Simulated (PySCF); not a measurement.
# Correlation energy of Co⁺ (cobalt, charge +1)

[Ar] 3d7 4s1, high-spin 5F determinant (an excited configuration). Computed with PySCF 2.14 in def2-TZVPPD (6s6p4d2f1g, 67 functions), with the non-relativistic Hamiltonian (point nucleus). Frozen: [Ne]; 16 electrons correlated.

MP2 pair energies summed by pair of shells (mhartree):

| pair | energy | share (%) |
| --- | --- | --- |
| 3p-3d | -197.56 | 37.1 |
| 3d-3d | -182.26 | 34.2 |
| 3p-3p | -57.96 | 10.9 |
| 3s-3d | -36.58 | 6.9 |
| 3s-3p | -27.44 | 5.1 |
| 3d-4s | -19.34 | 3.6 |
| 3p-4s | -7.26 | 1.4 |
| 3s-3s | -3.93 | 0.7 |
| 3s-4s | -0.61 | 0.1 |

Total MP2 correlation energy: -532.94 mhartree.

Same-spin part -179.72 and opposite-spin part -353.22 mhartree; SCS-MP2 scales them by 1/3 and 6/5 to -483.77 mhartree.

This basis was not built for core-valence correlation, so the inner-shell part is incomplete.
